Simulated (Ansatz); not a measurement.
Relaxed structures of CH$_{2}$SSe, closed shell (PBE0-D4/def2-TZVP; forces vanish, vibrations not checked; lower isomers may exist, and structures with a doubtful reference or unclear bonds are left out; Å). Ansatz 0.2.0; basis: def2-TZVPP; cores frozen in the correlated methods. Filled d shells of the heavier atoms are correlated. The def2 sets are not built for correlating such inner shells, so the correlated values are less sure here.

Problem. Rank them by CCSD(T) energy, lowest first, and give each one's height above the lowest. Links in brackets join atoms within 1.22 times the sum of their covalent radii (1.1 for two metals). (An estimate is asked for; the value comes from the calculation.)
A.
CH₂SSe ([SH][CH][Se])
```
5
angstrom
S 0.7433 1.0918 0.2223
C -0.3194 -0.2351 0.3798
Se -0.7858 -1.4406 -0.8171
H -0.7267 -0.2770 1.3897
H 1.0645 0.8809 -1.0691
```
B.
CH₂SSe ([SH][C][SeH])
```
5
angstrom
S -0.8477 -1.6553 -0.2871
C -0.6283 -0.2085 0.4498
Se 0.6162 0.9917 -0.0360
H 0.0873 -1.7255 -1.2994
H 1.2962 0.3109 -1.1918
```
C.
CH₂SSe ([S][CH][SeH])
```
5
angstrom
S -0.7806 -1.3965 -0.7414
C -0.3677 -0.3062 0.3655
Se 0.7967 1.1525 0.2023
H -0.7679 -0.3357 1.3806
H 1.1195 0.8859 -1.2070
```

Solution. Computed: A (0.0 kJ/mol), C (3.7 kJ/mol), B (162.7 kJ/mol). Heights count from the lowest.

No T1 diagnostic of these runs exceeds 0.019. The restricted Hartree–Fock reference is unstable towards an unrestricted one at one or more of these structures.

For scale, one of the runs: CCSD(T)/def2-TZVPP, 149 basis functions, launched by `ansatz run in.yaml --threads 2 --pin off --events-out ev --progress --plain --max-ram 4352MiB`. Time: 46 s of wall clock on 2 CPU threads of an Arm Neoverse N1; the host was shared. Peak host memory: 0.94 GiB.
